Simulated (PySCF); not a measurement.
## How methods differ on the ionisation energy of Ne⁺

Ne⁺ [He] 2s2 2p5 (2P) → Ne²⁺ [He] 2s2 2p4 (3P), as a difference of total energies. Computed with PySCF 2.14 in def2-QZVPPD (8s5p4d2f1g, 66 functions), with no relativity, point nucleus. Correlated levels: valence and next inner shell: nothing frozen. The calculations carry no spin-orbit coupling.

| method | ionisation energy (eV) |
| --- | --- |
| UHF | 39.277 |
| MP2 (valence and next inner shell) | 40.885 |
| SCS-MP2 (valence and next inner shell) | 40.886 |
| CCSD (valence and next inner shell) | 40.817 |
| CCSD(T) (valence and next inner shell) | 40.850 |

Question: How much does correlation contribute at CCSD(T) (valence and next inner shell)?

Answer: 40.850 − (39.277) = 1.573 eV, measured against UHF.

Errors of the correlated levels include the incompleteness of this basis.

For comparison: 40.963 eV (measured; NIST Atomic Spectra Database, ionization energies).
